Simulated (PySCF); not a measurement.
Stepwise substitution at one centre (Sn OCH3-SH). All species are isolated molecules in the gas phase. One relaxed conformer stands for each flexible species; it need not be the lowest. Strings in code marks are SMILES.

The four lowest singlet excitations (Tamm–Dancoff). These are ωB97X-D3(BJ)/def2-TZVP // PBE0-D3(BJ)/def2-SVP run with PySCF values and carry that method's errors. Excitations are Tamm–Dancoff values on a coarser integration grid. The basis has no diffuse functions, so Rydberg states are missing or too high.

| state | energy (eV) | wavelength (nm) | oscillator strength |
|---|---|---|---|
| S1 | 5.58 | 222 | 0.000 |
| S2 | 5.64 | 220 | 0.021 |
| S3 | 5.64 | 220 | 0.021 |
| S4 | 5.82 | 213 | 0.074 |

Problem. Name which member gives these states.
A) `C[O][Sn]([O]C)([O]C)[O]C`
B) `[SH][Sn]([SH])([SH])[SH]`
C) `C[O][Sn]([SH])([SH])[SH]`
D) `C[O][Sn]([SH])([SH])[O]C`

Solution. A, `C[O][Sn]([O]C)([O]C)[O]C`
